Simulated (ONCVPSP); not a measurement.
# What the settings do to the ONCV potential of N

Base potential:

| Quantity | Value |
| --- | --- |
| Element | nitrogen (N) |
| Generator | ONCVPSP 4.0.1 |
| Type | optimised norm-conserving Vanderbilt (ONCV) |
| Functional | PBE |
| Relativity | non-relativistic |
| Frozen core | [He] |
| Valence charge | 5 |
| Reference configuration | 2s2 2p3 |
| Partial waves | 2s: rc 1.10 bohr, ncon 4, nbas 8, qcut 6.5 1/bohr, 1 projector; 2p: rc 1.25 bohr, ncon 4, nbas 7, qcut 6.3 1/bohr, 2 projectors, debl 3.6 Ha; d scattering state at 0.15 Ha: rc 1.05 bohr, ncon 3, nbas 7, qcut 9.3 1/bohr, 2 projectors, debl 1.2 Ha |
| Local potential | polynomial inside 0.70 bohr (lpopt 3, dvloc0 2 Ha) |
| Core correction | Teter function fitted to the true core (icmod 2), fcfact 0.15 |

All-electron outer shells of the reference configuration (PBE, non-relativistic, ld1.x):

```json
{"shell": "1s", "level (eV)": "-384.48", "outermost node (bohr)": "–", "outermost maximum (bohr)": "0.15"}
{"shell": "2s", "level (eV)": "-18.56", "outermost node (bohr)": "0.32", "outermost maximum (bohr)": "1.02"}
{"shell": "2p", "level (eV)": "-7.10", "outermost node (bohr)": "–", "outermost maximum (bohr)": "0.98"}
```

Cutoffs, loose and tight: the cutoffs (Ha) at which the residual kinetic energy of the hardest occupied pseudo-wave falls to 1 and 0.1 mHa per electron. They do not see the model core or the augmentation charge, which bear on the density cutoff. Test errors are all-electron minus pseudo excitation energies from the reference, over the configurations 2s2 2p2; 2s2 2p1; 2s2 2p0; 2s1 2p4. A dash means not determined; rows that change the core or the reference have their own tests.

| change | outcome | cutoff, loose | cutoff, tight | bound ghosts | GHOST(+) flags above zero | largest test error (meV) |
| --- | --- | --- | --- | --- | --- | --- |
| base | generated | 73 Ha | 124 Ha | none | none | +756 |
| s: nbas 9 | generated | 73 Ha | 161 Ha | none | none | +770 |
| s: rc 1.08 | generated | 73 Ha | 130 Ha | none | none | +748 |
| p: nproj 1 | generated | 73 Ha | 124 Ha | none | none | +756 |
| d: debl 0.25 | generated | 73 Ha | 124 Ha | none | none | +756 |
| all radii but the core radius scaled by about 0.84 (s 0.92, p 1.04, d 0.88 bohr); local potential polynomial inside 0.58 bohr (lpopt 3, dvloc0 2 Ha) | generated | 114 Ha | 185 Ha | none | none | +495 |
| s: qcut 7.2; p: qcut 7; d: qcut 10.3 | generated | 41 Ha | 88 Ha | none | none | +642 |
| scalar-relativistic | generated | 73 Ha | 124 Ha | none | none | +754 |
| local potential polynomial inside 0.95 bohr (lpopt 1, dvloc0 0 Ha) | generated | 73 Ha | 124 Ha | none | none | +751 |
| core correction Teter function, fcfact 2.75, rcfact 1 | generated | 73 Ha | 124 Ha | none | none | +743 |
